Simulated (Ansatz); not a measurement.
A family of molecules: the HOMO–LUMO gap

Gas-phase molecules, one atom swapped for its congeners: C2H7AlN `C[N](C)[AlH]`; C2H7GaN `C[N](C)[GaH]`; C2H7InN `C[N](C)[InH]`. All are doublets with charge 0.

Shapes, held fixed at every level: PBE0-D4/def2-TZVP. Flexible molecules stand in one conformer, not always the lowest. Programs: Ansatz 0.2.0. Values in eV.

Q: How should the HOMO–LUMO gap change along the series?

A: At wB97M-V/def2-TZVPP the HOMO–LUMO gap isn't monotonic: it is largest for Ga and smallest for In (6.91 and 6.50 eV). 2 of 6 levels show this order throughout; 2 agree on the largest and the smallest. Open shells run unrestricted. For atoms past krypton def2 sets carry core potentials with scalar relativity. Relativity is left out for Ga. Orbital gaps aren't excitation energies, and the LUMO depends on the basis.

```json
{"level": "PBE-D4/def2-TZVPP", "C2H7AlN": "1.63", "C2H7GaN": "1.32", "C2H7InN": "1.06"}
{"level": "r2SCAN-D4/def2-TZVPP", "C2H7AlN": "2.36", "C2H7GaN": "2.11", "C2H7InN": "1.73"}
{"level": "B3LYP-D4/def2-TZVPP", "C2H7AlN": "2.85", "C2H7GaN": "2.61", "C2H7InN": "2.30"}
{"level": "PBE0-D4/def2-TZVPP", "C2H7AlN": "3.47", "C2H7GaN": "3.30", "C2H7InN": "2.92"}
{"level": "wB97X-V/def2-TZVPP", "C2H7AlN": "7.16", "C2H7GaN": "7.23", "C2H7InN": "6.78"}
{"level": "wB97M-V/def2-TZVPP", "C2H7AlN": "6.51", "C2H7GaN": "6.91", "C2H7InN": "6.50"}
```
